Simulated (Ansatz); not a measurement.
Reaction (ligand exchange at a B–C bond): `CB(C)O` + H₂S → `CB(O)S` + CH₄

Isolated molecules relaxed with PBE0-D4/def2-TZVP in Ansatz; ΔE leaves out vibrations. CCSD(T)/CBS is the MP2 limit (def2-TZVPP, def2-QZVPP) plus CCSD(T) − MP2 in def2-TZVPP, frozen cores. This one scheme is used for every species. Functionals use def2-TZVPP. B3LYP here is the variant with VWN-RPA as its local correlation; programs differ in this. Each species was taken in one conformer, which may not be the lowest.

Question: Is it downhill or uphill in electronic energy at CCSD(T)/CBS, and by how much? (Estimate.)

Answer: The calculation gave: Downhill: ΔE = -71.5 kJ/mol.

Question: What do these levels give: LDA (SPW92), PBE-D4, r2SCAN0-D4, CAM-B3LYP-D4, BLYP, B3LYP, r2SCANh, RPA@PBE/def2-TZVPP, CCSD/def2-SVP, HF/def2-QZVPP, SCS-MP2/def2-QZVPP, CCSD/CBS(def2)? (Estimate.)

Answer: Ansatz gave: LDA (SPW92) -72.3, PBE-D4 -75.9, r2SCAN0-D4 -75.6, CAM-B3LYP-D4 -69.6, BLYP -71.9, B3LYP -71.1, r2SCANh -76.4, RPA@PBE/def2-TZVPP -67.8, CCSD/def2-SVP -73.4, HF/def2-QZVPP -67.9, SCS-MP2/def2-QZVPP -73.3, CCSD/CBS(def2) -69.0 kJ/mol.

Largest T1 diagnostic among the species: 0.012.

At CCSD(T), def2-SVP lies −3.8 kJ/mol from the extrapolated value and def2-TZVPP +0.6 kJ/mol. Leaving LDA and LC-ωPBE aside and taking each functional with its dispersion term where it has one, the values, not all of them listed here, spread over 7.7 kJ/mol, from r2SCAN-D4 to CAM-B3LYP-D4.
